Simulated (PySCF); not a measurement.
**TeP at UHF-CCSD(T)**

Computed with UHF-CCSD(T); Te def2-TZVPP with ECP28, P def2-TZVPP; scalar-relativistic core potentials (PySCF 2.14).

| Quantity | Value |
| --- | --- |
| state | ²Π (doublet), unpaired electrons π ↑ |
| bond length | 2.257 Å |
| harmonic wavenumber | 465 cm⁻¹ |
| force constant | 3.19 mdyn/Å |
| rotational constant Be | 0.1323 cm⁻¹ |
| anharmonicity ωexe | 1.46 cm⁻¹ |
| vibration–rotation constant αe | 0.000544 cm⁻¹ |
| well depth De to Te + P | 66.1 kcal/mol |
| dissociation energy D0 | 65.4 kcal/mol |

Correlated steps freeze 9 core orbitals. Spin–orbit coupling is left out, which matters for elements this heavy, above all for dissociation energies. The state was picked by a PBE0 search and need not be the measured ground state.
